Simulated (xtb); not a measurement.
C3H3, SMILES C(#C)[CH2] (connectivity only; charge and spin as stated), charge +1, multiplicity 1. All values are semi-empirical tight-binding results from xtb (GFN2-xTB unless named), good for trends rather than for accurate numbers. Geometry optimised at GFN2-xTB. The spin state was assumed, not searched. The isomer is the one that the SMILES or the coordinates give; other isomers of the formula were not compared.

| Quantity | Result |
|---|---|
| point group as xtb finds it | C2v |
| orbital gap | 1.55 eV |
| zero-point energy | 25.0 kcal/mol |
| G − E(el) at 298.15 K (modified RRHO) | 10.5 kcal/mol |
| static polarisability (D4 model) | 30.2 bohr³ |
| solvation energy, GFN2-xTB/ALPB(water) | -65.4 kcal/mol |
| solvation energy, GFN2-xTB/ALPB(octanol) | -59.5 kcal/mol |

Computed IR lines (harmonic; lines under 4 % of the strongest left out, lines within 3 cm⁻¹ merged):
ν (cm⁻¹): 320 (m), 623 (m), 708 (w), 927 (w), 1148 (w), 1306 (w), 2099 (s), 2968 (s), 2988 (m), 3205 (vs) (against the strongest line: vs over 80 %, s over 45 %, m over 15 %, w over 4 %, vw less)
